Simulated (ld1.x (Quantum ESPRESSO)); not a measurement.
Reading a pseudo-wave (Zn)

Columns: radius, all-electron u(r) and pseudo u(r) of the 3p shell (level -104.31 eV) of zinc in the configuration [Ne] 3s2 3p6 3d10 4s0 4p0; PBE, scalar-relativistic, RRKJ scheme, ld1.x (Quantum ESPRESSO) 7.5.

| r (bohr) | all-electron | pseudo |
| --- | --- | --- |
| 0.078 | 0.5626 | -0.0333 |
| 0.155 | 0.5976 | -0.1499 |
| 0.232 | 0.1291 | -0.3710 |
| 0.310 | -0.4309 | -0.6714 |
| 0.388 | -0.8693 | -0.9630 |
| 0.465 | -1.1358 | -1.1644 |
| 0.542 | -1.2567 | -1.2601 |
| 0.620 | -1.2711 | -1.2711 |
| 0.698 | -1.2159 | -1.2159 |
| 0.775 | -1.1228 | -1.1228 |
| 0.852 | -1.0118 | -1.0118 |
| 0.930 | -0.8944 | -0.8944 |
| 1.008 | -0.7803 | -0.7803 |
| 1.085 | -0.6752 | -0.6752 |
| 1.162 | -0.5799 | -0.5799 |
| 1.240 | -0.4940 | -0.4940 |
| 1.318 | -0.4187 | -0.4187 |
| 1.395 | -0.3543 | -0.3543 |
| 1.472 | -0.2987 | -0.2987 |
| 1.550 | -0.2506 | -0.2506 |
| 1.628 | -0.2097 | -0.2097 |
| 1.705 | -0.1755 | -0.1755 |
| 1.782 | -0.1466 | -0.1466 |
| 1.860 | -0.1220 | -0.1220 |
| 1.938 | -0.1013 | -0.1013 |
| 2.015 | -0.0843 | -0.0843 |

(1) How many radial nodes do the two functions have?

(2) At about which radius was the pseudo-wave matched?

(3) Is the pseudo-wave norm-conserving?

Results:

(1) The all-electron 3p function has n − l − 1 = 1; the pseudo-wave has 0, since the states of the same l below it are removed with the core.

(2) 0.60 bohr, where the columns begin to agree (steps of 0.08 bohr).

(3) Yes: the RRKJ scheme keeps the norm inside the radius equal to the all-electron one, which fixes the energy derivative of the logarithmic derivative at the level.
